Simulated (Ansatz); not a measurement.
Isolated molecules relaxed with PBE0-D4/def2-TZVP in Ansatz; ΔE leaves out vibrations. CCSD(T)/CBS adds triple-zeta CCSD(T) − MP2 to the extrapolated MP2 energy (def2 sets, frozen cores). This one scheme is used for every species. Double bonds are as drawn, so ΔE can hold a change between cis and trans. Functionals use def2-TZVPP. B3LYP here is the variant with VWN-RPA as its local correlation; programs differ in this. HSE06 is defined as in plane-wave codes. Each species was taken in one conformer, which may not be the lowest.

Consider the redistribution: `CC(C)OB(N)F` + `[SiH3]/C=C/[SiH3]` → `NB(F)/C=C/[SiH3]` + `CC(C)O[SiH3]`.

Q: Is it downhill or uphill in electronic energy at CCSD(T)/CBS, and by how much? (Estimate.)

A: The calculation gave: Uphill: ΔE = +3.7 kcal/mol.

Q: What do these levels give: B3LYP-D4, HSE06-D4, BHLYP-D4, ωB97M-V, PBE0, r2SCANh, HF/def2-SVP, CCSD/def2-SVP, CCSD(T)/def2-TZVPP, HF/def2-QZVPP, HF/CBS(def2), CCSD/CBS(def2)? (Best estimate.)

A: The calculation gave: B3LYP-D4 3.6, HSE06-D4 4.6, BHLYP-D4 3.7, ωB97M-V 4.2, PBE0 4.6, r2SCANh 4.2, HF/def2-SVP 8.0, CCSD/def2-SVP 8.2, CCSD(T)/def2-TZVPP 4.1, HF/def2-QZVPP 3.5, HF/CBS(def2) 3.5, CCSD/CBS(def2) 3.7 kcal/mol.

Largest T1 diagnostic among the species: 0.012.

At CCSD(T), def2-SVP lies +4.5 kcal/mol from the extrapolated value and def2-TZVPP +0.4 kcal/mol. Leaving LDA and LC-ωPBE aside and taking each functional with its dispersion term where it has one, the values, not all of them listed here, spread over 1.4 kcal/mol, from BLYP-D4 to HSE06-D4. LDA lies +0.9 kcal/mol from PBE without D4.
